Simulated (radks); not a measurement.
Question: All-electron atom: Hg9+ in [Xe] 4f14 5d3 (the NIST ground configuration). Method: Dirac Kohn-Sham, LB94 model potential, spin-unpolarised, spherical densities, finite nucleus; open shells fill j = l - 1/2 first; Fermi nuclear charge, rms radius 5.4648 fm; computed with a radial shooting solver on a logarithmic mesh with Libxc functionals. Some entries of the table are withheld. Estimate them.

| orbital | occ. | eigenvalue (eV) | r(max) (bohr) |
|---|---|---|---|
| 1s1/2 | 2 | -83428.05 | 0.01022 |
| 2s1/2 | 2 | -14926.88 | 0.05930 |
| 2p1/2 | 2 | (1) | 0.04353 |
| 2p3/2 | 4 | (2) | 0.05105 |
| 3s1/2 | 2 | -3671.771 | (3) |
| 3p1/2 | 2 | -3405.536 | 0.1556 |
| 3p3/2 | 4 | -2971.256 | 0.1708 |
| 3d3/2 | 4 | (4) | 0.1328 |
| 3d5/2 | 6 | (5) | 0.1370 |
| 4s1/2 | 2 | -930.9824 | 0.3762 |
| 4p1/2 | 2 | -816.6823 | 0.3740 |
| 4p3/2 | 4 | -712.3944 | 0.4055 |
| 4d3/2 | 4 | -524.0751 | (6) |
| 4d5/2 | 6 | -504.5319 | (7) |
| 5s1/2 | 2 | -274.2637 | 0.8166 |
| 4f5/2 | 6 | -261.9332 | 0.3632 |
| 4f7/2 | 8 | -257.6210 | 0.3679 |
| 5p1/2 | 2 | -234.7206 | 0.8553 |
| 5p3/2 | 4 | -213.6435 | 0.9283 |
| 5d3/2 | 3 | -155.5965 | 1.053 |
| 5d5/2 | 0 | -152.5316 | 1.078 |

Answer: 
(1) 2p1/2 eigenvalue (eV): -14344.55
(2) 2p3/2 eigenvalue (eV): -12381.92
(3) 3s1/2 r(max) (bohr): 0.1669
(4) 3d3/2 eigenvalue (eV): -2525.610
(5) 3d5/2 eigenvalue (eV): -2432.324
(6) 4d3/2 r(max) (bohr): 0.3978
(7) 4d5/2 r(max) (bohr): 0.4075
